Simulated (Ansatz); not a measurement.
C2H7GaO2, SMILES `C[O][GaH][O]C` at its PBE0-D4/def2-TZVP geometry, where that method's forces vanish. The species carries charge 0 and has multiplicity 1.

```tsv
atom	x (Å)	y (Å)	z (Å)
C1	-0.767	1.956	1.168
O2	0.445	1.299	1.459
Ga3	0.992	-0.141	0.589
O4	-0.141	-0.662	-0.682
C5	0.073	-1.776	-1.508
H6	-0.563	2.996	0.891
H7	-1.324	1.486	0.350
H8	-1.405	1.963	2.058
H9	2.323	-0.857	0.916
H10	1.012	-2.306	-1.293
H11	-0.747	-2.493	-1.390
H12	0.101	-1.465	-2.558
```

**Question.** For each bond, give half the difference of the two atoms' forces along it (eV/Å; positive pushes the atoms apart) under PBE-D4, r2SCAN-D4, B3LYP-D4, ωB97M-V in def2-TZVPP. (Estimate.)

**Answer.** Computed: 
```tsv
bond	length (Å)	PBE-D4	r2SCAN-D4	B3LYP-D4	ωB97M-V
C1–O2	1.409	0.27	0.32	0.28	0.29
C1–H6	1.095	0.09	-0.06	-0.10	-0.12
C1–H7	1.095	0.04	-0.08	-0.10	-0.10
C1–H8	1.095	0.09	-0.06	-0.10	-0.12
O2–Ga3	1.770	0.25	-0.02	0.09	0.00
Ga3–O4	1.781	0.24	-0.02	0.13	0.01
Ga3–H9	1.546	-0.20	-0.16	-0.19	-0.18
O4–C5	1.403	0.26	0.33	0.27	0.30
C5–H10	1.099	0.05	-0.08	-0.08	-0.10
C5–H11	1.096	0.09	-0.06	-0.10	-0.12
C5–H12	1.096	0.09	-0.06	-0.10	-0.12
```

B3LYP here is the variant with VWN-RPA as its local correlation; programs differ in this.
